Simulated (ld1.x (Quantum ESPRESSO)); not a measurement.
**An all-electron radial function and its pseudo partner (Si)**

Columns: radius, all-electron u(r) and pseudo u(r) of the 3p shell (level -4.08 eV) of silicon in the configuration [Ne] 3s2 3p2; PBE, scalar-relativistic, TM scheme, ld1.x (Quantum ESPRESSO) 7.5.

```json
{"r (bohr)": "0.120", "all-electron": "0.1280", "pseudo": "-0.0054"}
{"r (bohr)": "0.240", "all-electron": "0.2401", "pseudo": "-0.0214"}
{"r (bohr)": "0.360", "all-electron": "0.2537", "pseudo": "-0.0474"}
{"r (bohr)": "0.480", "all-electron": "0.1971", "pseudo": "-0.0825"}
{"r (bohr)": "0.600", "all-electron": "0.1041", "pseudo": "-0.1256"}
{"r (bohr)": "0.720", "all-electron": "-0.0025", "pseudo": "-0.1751"}
{"r (bohr)": "0.840", "all-electron": "-0.1094", "pseudo": "-0.2292"}
{"r (bohr)": "0.960", "all-electron": "-0.2093", "pseudo": "-0.2860"}
{"r (bohr)": "1.080", "all-electron": "-0.2986", "pseudo": "-0.3434"}
{"r (bohr)": "1.200", "all-electron": "-0.3759", "pseudo": "-0.3993"}
{"r (bohr)": "1.320", "all-electron": "-0.4415", "pseudo": "-0.4517"}
{"r (bohr)": "1.440", "all-electron": "-0.4960", "pseudo": "-0.4987"}
{"r (bohr)": "1.560", "all-electron": "-0.5395", "pseudo": "-0.5388"}
{"r (bohr)": "1.680", "all-electron": "-0.5729", "pseudo": "-0.5713"}
{"r (bohr)": "1.800", "all-electron": "-0.5970", "pseudo": "-0.5957"}
{"r (bohr)": "1.920", "all-electron": "-0.6128", "pseudo": "-0.6121"}
{"r (bohr)": "2.040", "all-electron": "-0.6215", "pseudo": "-0.6212"}
{"r (bohr)": "2.160", "all-electron": "-0.6240", "pseudo": "-0.6240"}
{"r (bohr)": "2.280", "all-electron": "-0.6214", "pseudo": "-0.6214"}
{"r (bohr)": "2.400", "all-electron": "-0.6144", "pseudo": "-0.6144"}
{"r (bohr)": "2.520", "all-electron": "-0.6039", "pseudo": "-0.6039"}
{"r (bohr)": "2.640", "all-electron": "-0.5906", "pseudo": "-0.5906"}
{"r (bohr)": "2.760", "all-electron": "-0.5750", "pseudo": "-0.5750"}
{"r (bohr)": "2.880", "all-electron": "-0.5578", "pseudo": "-0.5578"}
{"r (bohr)": "3.000", "all-electron": "-0.5393", "pseudo": "-0.5393"}
{"r (bohr)": "3.120", "all-electron": "-0.5198", "pseudo": "-0.5198"}
```

Task: How many radial nodes do the two functions have?

Result: The all-electron 3p function has n − l − 1 = 1; the pseudo-wave has 0, since the states of the same l below it are removed with the core.

Task: At about which radius was the pseudo-wave matched?

Result: 2.40 bohr. The columns agree to 0.0005 from 2.04 bohr on; several derivatives are matched, so the curves merge somewhat inside the radius.

Task: Is the pseudo-wave norm-conserving?

Result: Yes: the TM scheme keeps the norm inside the radius equal to the all-electron one, which fixes the energy derivative of the logarithmic derivative at the level.
